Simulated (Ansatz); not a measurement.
The same path of AlCl2H + H4Si (9 atoms, charge 0, multiplicity 1) was run 3 times with different band settings. Lost on the way: Al1–Cl2, Si5–H9. Made: Al1–Si5, Cl2–H9.

The calculation used RKS PBE/def2-SVP (Ansatz 0.2.0).

Relaxed end points:

```xyz
9
Properties=species:S:1:pos:R:3
Al -0.064 0.263 0.303
Cl 0.175 1.380 2.088
H 1.128 0.132 -0.732
Cl -2.059 -0.149 -0.325
Si -0.329 -2.899 1.029
H -0.440 -3.165 -0.438
H 0.646 -3.836 1.682
H -1.652 -2.892 1.726
H 0.288 -1.509 1.219
```

```xyz
9
Properties=species:S:1:pos:R:3
Al -0.044 -0.458 -0.252
Cl 0.007 0.368 2.296
H 1.309 0.240 -0.725
Cl -1.883 0.408 -0.918
Si -0.241 -2.739 0.660
H -1.061 -3.735 -0.116
H 1.079 -3.384 1.004
H -0.951 -2.575 2.006
H -0.522 -0.801 2.596
```

Common settings: spring 5.0 eV/Å²; optimiser quadratic models (default); force threshold 0.05 eV/Å; iteration limit 60; end points relaxed.

| run | movable images | climbing image | start path |
| --- | --- | --- | --- |
| 1 | 7 | yes | through a guess of the saddle point |
| 2 | 6 | no | through a guess of the saddle point |
| 3 | 7 | yes | straight line |

(1) What does each run give, and how far can it be trusted?

Results:

(1) Run 1: converged after 13 iterations, highest image 1.587 eV above the first end. A vibrational analysis at the climbing image gives one clearly imaginary mode, 371i cm⁻¹: a first-order saddle point.
Run 2: converged after 10 iterations, highest image 1.559 eV above the first end. No image climbed, so the highest image needn't sit at the top of the path.
Run 3: converged after 8 iterations, highest image 1.589 eV above the first end. Another band between the same ends (7 images) ends at a top of the same energy, where a vibrational analysis finds 1 clearly imaginary mode.
The orbitals stay closed-shell, which can raise the energy where a bond breaks towards radicals; this wasn't checked here.
